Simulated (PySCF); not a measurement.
Stepwise substitution at one centre (Ga H-Cl). Isolated molecules, 0 K electronic values unless said otherwise. Strings in code marks are SMILES.

These are PBE-D3(BJ)/def2-TZVP // B3LYP-D3(BJ)/def2-TZVP in PySCF 2.14.0 values and carry that method's errors. Excitations are Tamm–Dancoff values on a coarser integration grid. The basis has no diffuse functions, so Rydberg states are missing or too high.

```json
[
 {"species": "0 of 3 H replaced by Cl (`[GaH3]`)", "S1 excitation (TDA) (eV)": "–", "T1 excitation (TDA) (eV)": "–"},
 {"species": "1 of 3 H replaced by Cl (`[Cl][GaH2]`)", "S1 excitation (TDA) (eV)": "4.56", "T1 excitation (TDA) (eV)": "4.35"},
 {"species": "2 of 3 H replaced by Cl (`[Cl][GaH][Cl]`)", "S1 excitation (TDA) (eV)": "5.23", "T1 excitation (TDA) (eV)": "5.12"},
 {"species": "3 of 3 H replaced by Cl (`[Cl][Ga]([Cl])[Cl]`)", "S1 excitation (TDA) (eV)": "___", "T1 excitation (TDA) (eV)": "4.82"}
]
```

Task: Fill in the missing entries.

Result: 
- 3 of 3 H replaced by Cl (`[Cl][Ga]([Cl])[Cl]`), S1 excitation (TDA) (eV): 5.14
